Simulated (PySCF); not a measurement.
C2H3Br, SMILES BrC=C.

Geometry optimised at PBE0-D3(BJ)/def2-TZVP.

Two levels are set side by side: TDDFT-PBE/def2-SVPD (PySCF) and TDDFT-LC-ωPBE/def2-SVPD (PySCF). Vertical, same geometry. The lowest singlet is HOMO→LUMO+1 70 %, HOMO−1→LUMO 30 % with PBE and HOMO→LUMO+1 69 %, HOMO→LUMO+5 18 % with the other functional; states are paired by order. Differences are taken from unrounded values.

```csv
quantity,TDDFT-PBE
lowest singlet excitation (eV),5.64
lowest triplet excitation (TDA) (eV),4.18
first bright state (f over 0.05) (eV),5.87
its oscillator strength,0.15
```

Question: These are the TDDFT-PBE values. What does TDDFT-LC-ωPBE give? (The exact figures need the calculation; the answer reports its results.)

Answer: 
```tsv
quantity	TDDFT-LC-ωPBE	TDDFT-PBE minus TDDFT-LC-ωPBE
lowest singlet excitation (eV)	6.28	-0.64
lowest triplet excitation (TDA) (eV)	4.11	0.07
first bright state (f over 0.05) (eV)	6.90	-1.03
its oscillator strength	0.27	-0.11
```

Functionals without exact exchange tend to place singlet excitations lower, as here. Differences between two approximate levels are no errors against the true value.

Rough cost on one machine, each run with all the roots and properties that it gave: TDDFT-LC-ωPBE against TDDFT-PBE about 3 times.
